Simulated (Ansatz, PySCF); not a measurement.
Sn(Cl)3(NHMe) (CH₄Cl₃NSn), SMILES C[NH][Sn]([Cl])([Cl])[Cl].

Coordinates come from a B3LYP-D3(BJ)/def2-SVP optimisation. The def2 effective core potentials stand for the cores of Sn; spin–orbit coupling is left out. The values are those of a single conformer.

Vertical ionisation energy (IE) and electron affinity (EA) in eV. Rows of orbital energies are one-electron estimates. Where ΔSCF, EOM or ADC give a negative EA the extra electron is unbound and the value depends on the basis.

```tsv
level	IE	EA
−ε(HOMO), −ε(LUMO), M06-2X/def2-TZVP (PySCF)	9.13	1.68
ΔSCF, ωB97X-V/def2-SVPD (Ansatz), final states of multiplicity 2 and 2	9.84	1.17
```

Task: What vertical singlet–triplet gap does ΔSCF give with ωB97X-V/def2-SVPD (Ansatz, an electronic-structure program)? (An estimate is asked for; the answer gives what the named calculation found.)

Result: 3.80 eV (triplet above singlet where positive).
